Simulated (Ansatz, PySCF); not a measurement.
Reaction (SMILES): CCCC=O + 5 [H][H] (H2) → 4 C (CH4) + O (H2O)
Geometries: B3LYP-D3(BJ)/def2-TZVP minima from Ansatz (a quantum-chemistry and plane-wave program), one conformer each, not searched for the lowest. Frequencies are from Ansatz or PySCF.

Wanted: energy of full hydrogenation (enthalpy at 298 K, with B3LYP-D3(BJ) rigid-rotor harmonic-oscillator terms), in kJ/mol. Correlated levels leave the core frozen unless marked. No spin-orbit coupling. Non-relativistic. Basis-set limits of correlation are two-point, X^-3; Hartree-Fock from the larger set. The bracket is a focal-point correction in the basis named.

```csv
level,program,energy of full hydrogenation (kJ/mol)
BLYP-D3(BJ)/def2-TZVPD,Ansatz + dftd3,…
B97M-V/def2-TZVPD,Ansatz,-348.6
PBE0-D3(BJ)/def2-TZVPD,Ansatz + dftd3,…
LC-wPBE/def2-TZVPD,Ansatz,…
SCS-MP2/6-31G,Ansatz,-297.2
SCS-MP2/cc-pVDZ,Ansatz,-296.6
CCSD/cc-pVDZ,Ansatz,…
"RI-MP2/CBS(cc-pVTZ,cc-pVQZ)+[CCSD(T)-MP2]/cc-pVTZ",Ansatz,-332.7
```

### Question
Some entries are withheld; supply them.

### Answer

- BLYP-D3(BJ)/def2-TZVPD, energy of full hydrogenation (kJ/mol): -298.9
- PBE0-D3(BJ)/def2-TZVPD, energy of full hydrogenation (kJ/mol): -340.8
- LC-wPBE/def2-TZVPD, energy of full hydrogenation (kJ/mol): -353.4
- CCSD/cc-pVDZ, energy of full hydrogenation (kJ/mol): -315.9
